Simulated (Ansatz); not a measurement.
Mg3Si. Charge 0, multiplicity 3. Geometry r2SCAN-D4/def2-TZVP.

```xyz
4

Mg   -1.5780   -1.0027   -0.5377
Mg    1.8414   -0.7256   -0.2809
Mg   -0.1662    1.7149   -0.5144
Si   -0.0972    0.0134    1.3330
```

LC-ωPBE has ω = 0.4 bohr⁻¹. At LDA (SPW92)/def2-TZVP the gap within one spin of the charge 0 triplet nearly closes, so an electron or hole may be smeared out by delocalisation error. At LC-ωPBE/def2-TZVP the charge 0 triplet is spin-contaminated (final ⟨S²⟩ up to 2.19, 2.00 for a pure state). The structure comes from a short search, and lower isomers may exist.

Task: Estimate the α-spin orbital energies around the gap (eV) in Ansatz with LDA (SPW92)/def2-TZVP, PBE-D4/def2-TZVP, PBE0-D4/def2-TZVP, LC-ωPBE/def2-TZVP, ωB97X-V/def2-TZVP.

Result: 
| orbital | LDA (SPW92)/def2-TZVP | PBE-D4/def2-TZVP | PBE0-D4/def2-TZVP | LC-ωPBE/def2-TZVP | ωB97X-V/def2-TZVP |
| --- | --- | --- | --- | --- | --- |
| HOMO−5 | -11.06 | -10.97 | -12.60 | -15.95 | -15.49 |
| HOMO−4 | -6.26 | -6.16 | -7.07 | -9.48 | -9.13 |
| HOMO−3 | -5.84 | -5.73 | -6.63 | -9.03 | -8.70 |
| HOMO−2 | -5.63 | -5.48 | -6.17 | -8.03 | -7.91 |
| HOMO−1 | -3.86 | -3.85 | -4.54 | -6.57 | -6.17 |
| HOMO | -3.34 | -3.34 | -3.99 | -5.97 | -5.57 |
| LUMO | -3.29 | -3.23 | -2.75 | -1.21 | -1.17 |
| LUMO+1 | -2.33 | -2.23 | -1.68 | -0.13 | 0.01 |
| LUMO+2 | -2.29 | -2.18 | -1.63 | -0.08 | 0.07 |
| LUMO+3 | -2.01 | -1.89 | -1.31 | 0.30 | 0.45 |
| LUMO+4 | -0.42 | -0.35 | 0.25 | 1.87 | 1.94 |
| LUMO+5 | -0.21 | -0.16 | 0.45 | 1.97 | 2.01 |
| β HOMO | -5.36 | -5.28 | -5.96 | -7.98 | -7.72 |
| β LUMO | -3.32 | -3.09 | -2.48 | -0.87 | -1.03 |
